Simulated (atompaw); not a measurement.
**Scattering properties, PAW (atompaw) potential for N**

* Element: nitrogen
* Generator: atompaw 4.2.0.5
* Type: PAW
* Functional: PBE
* Relativity: scalar-relativistic
* Frozen core: [He]
* Valence charge: 5
* Reference configuration: 2s2 2p3
* Partial waves: 2s (bound): rc 1.20 bohr; 2s channel at -0.25 Ry: rc 1.00 bohr; 2p (bound): rc 1.20 bohr; 2p channel at -0.1 Ry: rc 1.20 bohr
* Local potential: troulliermartins scheme with l = 2 at 0.5 Ry, radius 1.20 bohr
* Core correction: smooth core density matched at 0.80 bohr
* Augmentation charge: besselshape compensation charge, radius 0.85 bohr; PAW radius 1.20 bohr; waves and projectors: custom rrkj gramschmidtortho

The phase is arctan(r·u′/u) with u = r·R(r), unwrapped; energies in Ry, scanned from -3 to 5 Ry. A pole is an energy at which the radial function vanishes at the test radius. The pseudo phase is shifted by a multiple of π to meet the all-electron one at the reference energy, and phase errors are pseudo minus all-electron; the curves can meet again beyond the range given. Levels narrower than the energy grid can be missing from the lists of poles.

```tsv
channel	radius (bohr)	reference energy (Ry)	poles, all-electron	poles, pseudo	unbroken range about the reference energy with phases within 0.05 rad	phase error 1 Ry above the reference energy (rad)
s	1.21	-1.37	4.44	4.44	the whole range	+0.000
p	1.21	-0.52	3.62	3.64	the whole range	+0.000
```

Phases in the s channel:

```tsv
E (Ry)	all-electron	pseudo
-3.00	0.569	0.569
-2.52	0.349	0.349
-2.04	0.058	0.058
-1.56	-0.278	-0.278
-1.08	-0.594	-0.594
-0.60	-0.844	-0.844
-0.12	-1.027	-1.027
0.36	-1.159	-1.159
0.84	-1.256	-1.256
1.32	-1.329	-1.329
1.80	-1.387	-1.387
2.28	-1.434	-1.434
2.76	-1.473	-1.473
3.24	-1.505	-1.506
3.72	-1.534	-1.534
4.20	-1.559	-1.559
4.68	-1.582	-1.582
```
